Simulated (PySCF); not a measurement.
C₆ coefficients of unlike pairs at wB97X

Calculated with PySCF 2.14 from the dipole response of each species, C₆(A,B) = (3/π) ∫ α_A(iu) α_B(iu) du, in atomic units, from isotropic polarisabilities. For ions this is the dispersion term alone; charge-induced terms of lower order in 1/R come first.

```
species      configuration                      basis     relativity  α (bohr³)  C₆ (like pair)
   Cr²⁺      [Ar] 3d4 (5D)     aug-cc-pVDZ (7s6p4d2f)           none      4.013           11.38
     Mn  [Ar] 3d5 4s2 (6S)  aug-cc-pVDZ-DK (7s6p4d2f)  spin-free X2C      68.67           646.5
    N²⁺  [He] 2s2 2p1 (2P)    aug-cc-pVDZ-DK (4s3p2d)  spin-free X2C      2.655           3.798
```

(1) Estimate C₆ for N²⁺ with Cr²⁺.

No spin-orbit coupling is included.

The other pairs:

| pair | C₆ |
| --- | --- |
| Mn, Cr²⁺ | 65.77 |
| N²⁺, Mn | 41.42 |

## Answers

(1) The integral gives 6.456. The combination rule 2 C_A C_B / (C_A α_B/α_A + C_B α_A/α_B) gives 6.515 and the geometric mean 6.575.
